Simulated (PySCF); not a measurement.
SMILES [CH3][Ge]([CH3])([O][SiH3])[O][SiH3] (C2H12GeO2Si2), GFN2-xTB optimised geometry.

```
19

C     -1.80    -1.34    -1.43
Ge    -1.23    -0.09     0.00
C     -1.83     1.80     0.00
O     -1.74    -0.77     1.53
Si    -1.33    -1.68     2.80
O      0.52    -0.09     0.00
Si     1.89    -0.37     0.81
H     -1.37    -2.32    -1.25
H     -1.46    -0.98    -2.40
H     -2.88    -1.42    -1.45
H     -2.91     1.85     0.05
H     -1.41     2.32     0.86
H     -1.49     2.30    -0.91
H     -0.28    -1.01     3.59
H     -2.59    -1.78     3.53
H     -0.86    -3.00     2.36
H      1.98     0.52     1.98
H      2.91    -0.06    -0.19
H      1.94    -1.77     1.24
```

Density from CAM-B3LYP/def2-SVP in PySCF at that geometry.

Minimum of the electron density along straight lines between bonded atoms, close to the bond critical point (lines longer than 1.1 times the sum of covalent radii, or with two minima, are not listed):

```csv
bond,length / Å,ρ at the minimum / e bohr⁻³,∇²ρ there / e bohr⁻⁵,position (fraction from the first atom)
C1–Ge2,1.983,0.126,0.01,0.53
Ge2–C3,1.981,0.127,0.01,0.47
Ge2–O4,1.753,0.139,0.76,0.47
O4–Si5,1.618,0.128,1.09,0.59
Ge2–O6,1.752,0.139,0.77,0.47
O6–Si7,1.618,0.128,1.09,0.59
C1–H8,1.087,0.273,-1.01,0.63
C1–H9,1.086,0.274,-1.01,0.63
C1–H10,1.086,0.274,-1.01,0.63
C3–H11,1.086,0.274,-1.01,0.63
C3–H12,1.087,0.274,-1.01,0.64
C3–H13,1.086,0.274,-1.01,0.63
Si5–H14,1.465,0.119,0.32,0.49
Si5–H15,1.462,0.119,0.33,0.49
Si5–H16,1.467,0.118,0.33,0.49
Si7–H17,1.466,0.118,0.32,0.49
Si7–H18,1.463,0.119,0.33,0.49
Si7–H19,1.466,0.118,0.32,0.49
```
